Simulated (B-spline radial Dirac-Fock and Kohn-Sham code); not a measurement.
Magnetic form factor of the 3d shell of La³¹⁺

System: La³¹⁺ in the configuration [Ar] 3d8.

Input file task.json (cfg lists n, l and occupation; rrms is the nuclear radius in fm):

```json
{"items": [{
  "Z": 57,
  "q": 31,
  "cfg": [[1, 0, 2], [2, 0, 2], [2, 1, 6], [3, 0, 2], [3, 1, 6], [3, 2, 8]],
  "A": 139,
  "rrms": 4.855,
  "do": ["scatter"],
  "s": [0.0, 0.05, 0.1, 0.15, 0.2, 0.25, 0.3, 0.35, 0.4, 0.45, 0.5, 0.6, 0.7, 0.8, 0.9, 1.0, 1.1, 1.2, 1.4, 1.6, 1.8, 2.0, 2.5, 3.0, 3.5, 4.0, 5.0, 6.0],
  "pz": [0, 0.1, 0.2, 0.3, 0.4, 0.5, 0.6, 0.8, 1.0, 1.2, 1.4, 1.6, 1.8, 2.0, 2.5, 3.0, 4.0, 5.0, 7.0, 10.0, 15.0, 20.0, 30.0, 40.0, 60.0, 100.0],
  "hv_scatter": [2000, 5000, 8047.8, 10000, 17479.3, 30000, 50000, 1000000]
}]}
```

Run with: `python xray_run.py task.json out`

These are calculated numbers from a radial B-spline solver; the model is Dirac-Fock orbitals of the configuration average with a finite nucleus. ⟨j_K⟩ is the integral of the 3d radial density with the spherical Bessel function j_K(4πsr), s = sin θ/λ.

```csv
s (Å⁻¹),⟨j0⟩,⟨j2⟩,⟨j4⟩
0,1.0000,0.0000,0.0000
0.05,0.9987,0.0005,0.0000
0.1,0.9948,0.0021,0.0000
0.15,0.9884,0.0046,0.0000
0.2,0.9794,0.0082,0.0000
0.25,0.9680,0.0127,0.0001
0.3,0.9543,0.0181,0.0001
0.35,0.9383,0.0243,0.0003
0.4,0.9203,0.0313,0.0004
0.45,0.9002,0.0390,0.0007
0.5,0.8783,0.0473,0.0010
0.6,0.8297,0.0653,0.0020
0.7,0.7757,0.0847,0.0036
0.8,0.7179,0.1047,0.0058
0.9,0.6576,0.1246,0.0087
1,0.5961,0.1437,0.0124
1.1,0.5348,0.1613,0.0168
1.2,0.4748,0.1772,0.0220
1.4,0.3620,0.2020,0.0343
1.6,0.2632,0.2167,0.0483
```

Radial moments of the shell: ⟨r²⟩ = 0.07057, ⟨r⁴⟩ = 0.008586, ⟨r⁶⟩ = 0.001609 in powers of bohr.
